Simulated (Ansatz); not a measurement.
```yaml
atoms:
  - { symbol: C, position_ang: [0.0278, 0.5251, -0.3122] }
  - { symbol: H, position_ang: [-0.0466, 1.5053, 0.2106] }
  - { symbol: O, position_ang: [-0.0151, -0.5725, 0.2627] }
```

Basis set: def2-TZVP (spherical functions). Left uncorrelated: 2 orbitals. Charge 0, multiplicity 2.

Computed with Ansatz (development build ahead of 0.2.0); each method stands on the lowest determinant of its kind that the runs found.

The atomization energy at this shape (free ground-state atoms in the same class of orbitals less the molecule, no zero-point energy) of doublet CHO:

```tsv
method	atomization energy
UHF-MP2	11.95 eV
```

(1) What does UHF give?

Answers

(1) 7.54 eV. Caution: the shape is not the minimum.
